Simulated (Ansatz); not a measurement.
`[SiH3]/C=C1\C[Se]1` + `F[SiH2]P` → `F[SiH]([SiH3])P` + `C=C1C[Se]1`  (formal exchange of groups at the Si–C bond)

Gas-phase electronic energies from Ansatz, PBE0-D4/def2-TZVP geometries. CBS: MP2 limit from def2 TZ/QZ plus the TZ coupled-cluster correction, frozen cores. DFT in def2-TZVPP. B3LYP here is the variant with VWN-RPA as its local correlation; programs differ in this. For Se outer-core shells are correlated without core-valence functions, which leaves a few kJ/mol of doubt a bond. Scalar relativity is left out up to krypton. Each species was taken in one conformer, which may not be the lowest.

Task: Is it downhill or uphill in electronic energy at CCSD(T)/CBS, and by how much? (Estimate.)

Result: Computed: Uphill: ΔE = +11.8 kJ/mol.

Task: What do these levels give: r2SCAN-D4, PBE0-D4, B3LYP-D4, B2PLYP, PBE, r2SCAN, PBE0, HF/def2-TZVPP, HF/def2-QZVPP, MP2/def2-QZVPP, SCS-MP2/def2-QZVPP, HF/CBS(def2)? (Best estimate.)

Result: Ansatz gave: r2SCAN-D4 7.4, PBE0-D4 1.8, B3LYP-D4 8.5, B2PLYP 13.7, PBE -1.8, r2SCAN 7.2, PBE0 1.7, HF/def2-TZVPP 17.4, HF/def2-QZVPP 18.0, MP2/def2-QZVPP 21.7, SCS-MP2/def2-QZVPP 21.1, HF/CBS(def2) 18.1 kJ/mol.

Largest T1 diagnostic among the species: 0.014.

From PBE to PBE0 (25 % exact exchange), in def2-TZVPP and without D4, ΔE moves by +3.5 kJ/mol.
